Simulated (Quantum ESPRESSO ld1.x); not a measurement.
Q: All-electron atom: the titanium ion Ti+ in [Ar] 3d2 4s1. All-electron calculation, scalar-relativistic Kohn-Sham, PBEsol, spin-unpolarised, spherical densities, point nucleus. Program: ld1.x of Quantum ESPRESSO 7.5. Some entries of the table are withheld. Estimate them.

| orbital | occ. | eigenvalue (eV) | <1/r> (bohr^-1) | r(max) (bohr) |
|---|---|---|---|---|
| 1s | 2 | (1) | 21.78 | 0.04559 |
| 2s | 2 | (2) | 4.543 | 0.2691 |
| 2p | 6 | -451.179 | 4.448 | 0.2196 |
| 3s | 2 | -69.7452 | (3) | (4) |
| 3p | 6 | -46.0746 | 1.263 | (5) |
| 3d | 2 | -11.3856 | 0.8933 | 0.9787 |
| 4s | 1 | -10.3506 | 0.4092 | 2.751 |

A: 
(1) 1s eigenvalue (eV): -4870.30
(2) 2s eigenvalue (eV): -543.475
(3) 3s <1/r> (bohr^-1): 1.395
(4) 3s r(max) (bohr): 0.8698
(5) 3p r(max) (bohr): 0.9022
